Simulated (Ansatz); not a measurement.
## Nudged elastic band run: Si16Ge

input.yaml

```yaml
crystal:
  lattice:
    - [0.0, 5.43, 5.43]
    - [5.43, 0.0, 5.43]
    - [5.43, 5.43, 0.0]
  atoms:
    - { symbol: Si, position: [-0.00400051, 0.00398933, -0.0046166] }
    - { symbol: Si, position: [0.12184608, 0.13598881, 0.12076561] }
    - { symbol: Si, position: [-0.00385234, 0.00392386, 0.50408677] }
    - { symbol: Si, position: [0.12725791, 0.12402002, 0.62415795] }
    - { symbol: Si, position: [0.00083919, 0.49935789, -0.000425] }
    - { symbol: Si, position: [0.12152852, 0.62073985, 0.12091521] }
    - { symbol: Si, position: [-0.00402883, 0.49523823, 0.50415671] }
    - { symbol: Si, position: [0.12179747, 0.62059743, 0.63619701] }
    - { symbol: Si, position: [0.50507861, 0.00398773, -0.00468009] }
    - { symbol: Si, position: [0.62478579, 0.12396344, 0.12684447] }
    - { symbol: Si, position: [0.50029234, -0.00021547, 0.49986273] }
    - { symbol: Si, position: [0.62487425, 0.12398513, 0.62410735] }
    - { symbol: Si, position: [0.5049563, 0.4952274, -0.00466654] }
    - { symbol: Si, position: [0.63739804, 0.62072224, 0.1208349] }
    - { symbol: Si, position: [0.505062, 0.49520455, 0.50412634] }
    - { symbol: Si, position: [0.6247673, 0.62676824, 0.62407035] }
    - { symbol: Ge, position: [0.25083937, 0.74935573, 0.24957583] }
basis:
  ecutwfc: 420.0
kpoints:
  mp_grid: { grid: [2, 2, 2] }
hamiltonian:
  xc: pbe
  dispersion: d3bj
  pseudopotentials: { kind: paw, azcp: { folder: soft_1 } }
scf:
  occupations: { method: gaussian, width: 0.05 }
  lower_state_search: "off"
neb:
  images: 7
  f_tol: 0.03
  initial_path: idpp
  max_iterations: 80
  optimiser: fire
  final_atoms:
    - { symbol: Si, position: [0.00069417, 0.00110492, 0.00076838] }
    - { symbol: Si, position: [0.12492546, 0.12537793, 0.12501197] }
    - { symbol: Si, position: [0.00068274, 0.00112298, 0.49772379] }
    - { symbol: Si, position: [0.12043725, 0.12082259, 0.629526] }
    - { symbol: Si, position: [0.0006971, 0.49805283, 0.00078361] }
    - { symbol: Si, position: [0.12040755, 0.62988976, 0.12048245] }
    - { symbol: Si, position: [-0.01164408, 0.50399845, 0.50384373] }
    - { symbol: Si, position: [0.12038488, 0.6298946, 0.62953792] }
    - { symbol: Si, position: [0.49764685, 0.00111587, 0.00076184] }
    - { symbol: Si, position: [0.62944014, 0.12082961, 0.12051917] }
    - { symbol: Si, position: [0.50370416, -0.01105233, 0.50375706] }
    - { symbol: Si, position: [0.62945005, 0.12080249, 0.62953284] }
    - { symbol: Si, position: [0.50378619, 0.50399376, -0.01152657] }
    - { symbol: Si, position: [0.62945388, 0.62989362, 0.12046485] }
    - { symbol: Si, position: [0.50395977, 0.5040437, 0.50396214] }
    - { symbol: Si, position: [0.62488441, 0.62559918, 0.62502736] }
    - { symbol: Ge, position: [0.37487552, 0.37573778, 0.3750602] }
  order_check: true
```

Command:

```bash
$ ansatz run input.yaml --threads 1 --pin off --max-ram 3072MiB --backend cpu --events-out ev --progress --plain --runs-dir out
```

Output, in part (warnings, iteration lines):

```
NEB end point (image 0): max|allowed force component| = 6.659e-3 eV/Å (the criterion of neb.relax_end_points is 1.000e-2)
NEB end point (image 8): max|allowed force component| = 1.604e-2 eV/Å (the criterion of neb.relax_end_points is 1.000e-2)
NEB iter   1: max|band force component| = 2.772e0 eV/Å  barrier→ = 1.2180 eV  barrier← = 1.2179 eV  Δτ_max = 0.0504 Å  (82 SCF iters)
NEB iter   2: max|band force component| = 1.491e0 eV/Å  barrier→ = 0.9077 eV  barrier← = 0.9076 eV  Δτ_max = 0.0763 Å  (44 SCF iters)
NEB iter   3: max|band force component| = 7.916e-1 eV/Å  barrier→ = 0.7285 eV  barrier← = 0.7284 eV  Δτ_max = 0.0644 Å  (46 SCF iters)
NEB iter   4: max|band force component| = 1.322e0 eV/Å  barrier→ = 0.7656 eV  barrier← = 0.7655 eV  Δτ_max = 0.0060 Å  (48 SCF iters)
NEB iter   5: max|band force component| = 1.176e0 eV/Å  barrier→ = 0.7373 eV  barrier← = 0.7372 eV  Δτ_max = 0.0113 Å  (28 SCF iters)
NEB iter   6: max|band force component| = 9.036e-1 eV/Å  barrier→ = 0.6919 eV  barrier← = 0.6918 eV  Δτ_max = 0.0154 Å  (33 SCF iters)
NEB iter   7: max|band force component| = 5.601e-1 eV/Å  barrier→ = 0.6469 eV  barrier← = 0.6468 eV  Δτ_max = 0.0174 Å  (39 SCF iters)
NEB iter   8: max|band force component| = 3.185e-1 eV/Å  barrier→ = 0.6182 eV  barrier← = 0.6181 eV  CI = image 4  Δτ_max = 0.0166 Å  (39 SCF iters)
[... lines left out ...]
```

The run converged. By the program's own check the climbing image is of a kind that is not told: the force calls were inconclusive, a negative curvature could not be distinguished from the path's own, the only one lies far off the path, or fixed occupations may fill a level only in part (lowest curvatures found: 0.06 and 0.39 eV/Å²). Limits of this set-up: coarse k mesh.

Final band (atoms are numbered from 1 in the order of the input):

| image | path coordinate (Å) | energy (eV) | Si2–Ge17 (Å) | Si11–Ge17 (Å) |
| --- | --- | --- | --- | --- |
| 0 | 0.00 | 0.00 | 2.42 | 4.70 |
| 1 | 0.42 | 0.06 | 2.45 | 4.35 |
| 2 | 0.84 | 0.24 | 2.52 | 3.99 |
| 3 | 1.27 | 0.33 | 2.71 | 3.57 |
| 4 | 1.69 | 0.34 | 3.11 | 3.11 |
| 5 | 2.11 | 0.33 | 3.57 | 2.71 |
| 6 | 2.54 | 0.24 | 3.99 | 2.52 |
| 7 | 2.96 | 0.06 | 4.35 | 2.45 |
| 8 | 3.38 | 0.00 | 4.70 | 2.43 |

The run took 13 min on 1 thread of AMD EPYC 9R45 96-Core Processor (Zen 5), on a shared host, peak memory 1.1 GiB.
